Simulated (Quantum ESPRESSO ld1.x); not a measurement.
Values are calculated unless marked as measured or tabulated.
Radial electron density D(r) = 4 pi r^2 rho(r) of an atom or ion with 8 electrons. Level of theory: scalar-relativistic Kohn-Sham, LDA (Slater exchange, Perdew-Wang correlation), spin-polarised, spherical densities, point nucleus (ld1.x of Quantum ESPRESSO 7.5).

```
   r/bohr * D(r) (the largest magnitude, 16.9, reaches the edge; | marks zero)
 0.007875 |    *
 0.008879 |     *
  0.01001 |      *
  0.01138 |       *
  0.01283 |         *
  0.01446 |           *
  0.01644 |              *
  0.01854 |                 *
   0.0209 |                    *
  0.02356 |                        *
  0.02678 |                            *
   0.0302 |                                *
  0.03405 |                                     *
  0.03839 |                                         *
  0.04363 |                                              *
  0.04919 |                                                 *
  0.05546 |                                                    *
  0.06253 |                                                      *
  0.07107 |                                                      *
  0.08013 |                                                     *
  0.09035 |                                                  *
   0.1027 |                                              *
   0.1158 |                                         *
   0.1305 |                                    *
   0.1472 |                                *
   0.1673 |                            *
   0.1886 |                           *
   0.2127 |                           *
   0.2398 |                             *
   0.2725 |                               *
   0.3073 |                                  *
   0.3464 |                                   *
   0.3937 |                                   *
   0.4439 |                                *
   0.5005 |                           *
   0.5644 |                     *
   0.6414 |              *
   0.7232 |         *
   0.8154 |     *
   0.9194 |  *
    1.045 | *
    1.178 |*
    1.328 |*
    1.498 |*
    1.702 | *
    1.919 | *
    2.164 | *
    2.459 |*
    2.773 |*
    3.127 |*
    3.525 *
    4.007 *
    4.517 *
    5.093 *
    5.743 *
```

What is the nuclear charge?

Answer. Z = 15. The innermost maximum, from 1s, lies near gamma/Z bohr with gamma = sqrt(1 - (Z/c)^2) = 0.994, here 0.0663 bohr (found: 0.0683), and its height grows with Z. The density is that of the phosphorus ion P7+ in [He] 2s2 2p3 4f1; the configuration itself is not fixed sharply by these data, and Z only to about a unit. D(r) has 3 maxima, at r = 0.0683, 0.358, 1.98 bohr, and minima at 0.196, 1.25 bohr, inside which lie 2.23, 7.07 electrons.
